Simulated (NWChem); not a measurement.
# CClF

```xyz
3

F      0.2527    -1.4738     0.0000
C     -0.6854    -0.5857     0.0000
Cl     0.1081     0.9870     0.0000
```
Charge 0, spin multiplicity 1.

Program: NWChem. All single points use one geometry, from B3LYP/def2-SVP, a minimum by its harmonic frequencies.

Symmetry labels belong to the abelian group Cs used in the runs, with the axes of the coordinates shown.

B3LYP has NWChem's definition, with VWN1-RPA local correlation. The structure started from a generated list of species.

Question: List the lowest 6 singlet excitations that TD-B3LYP/aug-cc-pVDZ, VWN1-RPA local correlation gives, with oscillator strengths.

Answer: 
```csv
state,symmetry,energy (eV),wavelength (nm),f
1,a",3.39,366,0.007
2,a",5.05,245,0.000
3,a',6.07,204,0.007
4,a',7.32,169,0.297
5,a',7.63,162,0.031
6,a',8.08,153,0.023
```
